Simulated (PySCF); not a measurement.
All of these have the formula C2H12Ge2OSi. Level of theory: TDDFT wB97X-D/def2-SVPD, vertical, gas phase, core orbitals frozen in the response (PySCF 2.14.0, density-fitted response routines). Geometries: PBE0-D3(BJ)/def2-SVP; one conformer of each isolated species. Triplets are in the Tamm–Dancoff approximation. Relativistic effects are left out although some hold elements past zinc.

A. `O(C)[CH2][GeH2][GeH2][SiH3]`
B. `C[C@@H]([SiH3])[GeH2][O][GeH3]`
C. `[CH3][Ge@H]([CH2][SiH3])[O][GeH3]`
D. `CC[O][Ge@H]([SiH3])[GeH3]`

Lowest singlet levels (six at most, fewer where fewer were computed) with oscillator strengths:

1. 6.82 eV (f 0.013); 7.20 eV (f 0.011); 7.58 eV (f 0.002); 7.86 eV (f 0.010); 8.07 eV (f 0.014); 8.08 eV (f 0.083); T1 6.46 eV
2. 5.89 eV (f 0.019); 6.56 eV (f 0.038); 6.65 eV (f 0.164); 6.87 eV (f 0.255); 7.07 eV (f 0.037); 7.29 eV (f 0.110); T1 5.41 eV
3. 6.58 eV (f 0.001); 7.14 eV (f 0.003); 7.40 eV (f 0.013); 7.52 eV (f 0.038); 7.82 eV (f 0.148); 8.04 eV (f 0.037); T1 6.27 eV
4. 6.74 eV (f 0.041); 6.86 eV (f 0.385); 7.06 eV (f 0.028); 7.23 eV (f 0.038); 7.28 eV (f 0.026); 7.45 eV (f 0.081); T1 6.02 eV

Task: Match each spectrum to its molecule.

Result: 1 = C, 2 = D, 3 = B, 4 = A.
- A: S1 at 6.74 eV, HOMO→LUMO+1 (39%), HOMO→LUMO+3 (25%), HOMO→LUMO+2 (20%); Löwdin shares by element: HOMO germanium 54%, silicon 18%, carbon 6% or more (atoms not listed hold the other 23%); LUMO germanium 43%, silicon 16%, hydrogen 8% or more (atoms not listed hold the other 33%); HOMO -9.22 and LUMO 1.51 eV.
- B: S1 at 6.58 eV, HOMO→LUMO (80%); Löwdin shares by element: HOMO carbon 30%, oxygen 25%, germanium 14% or more (atoms not listed hold the other 31%); LUMO germanium 41%, oxygen 13%, hydrogen 8% or more (atoms not listed hold the other 39%); HOMO -9.61 and LUMO 1.42 eV.
- C: S1 at 6.82 eV, HOMO→LUMO (76%); Löwdin shares by element: HOMO oxygen 39%, carbon 24%, germanium 10% or more (atoms not listed hold the other 27%); LUMO germanium 39%, oxygen 12%, hydrogen 8% or more (atoms not listed hold the other 42%); HOMO -9.70 and LUMO 1.66 eV.
- D: S1 at 5.89 eV, HOMO→LUMO (66%), HOMO→LUMO+1 (29%); Löwdin shares by element: HOMO germanium 39%, oxygen 31%, silicon 6% (atoms not listed hold the other 24%); LUMO germanium 46%, silicon 18%, hydrogen 7% or more (atoms not listed hold the other 28%); HOMO -9.14 and LUMO 1.18 eV.
A and C have S1 within 0.08 eV of each other; their strongest listed levels stand at 6.86 eV (f 0.385) and 8.08 eV (f 0.083).

Without π bonds the low states are Rydberg-like; a valence basis with one diffuse set may place them up to an eV too high.
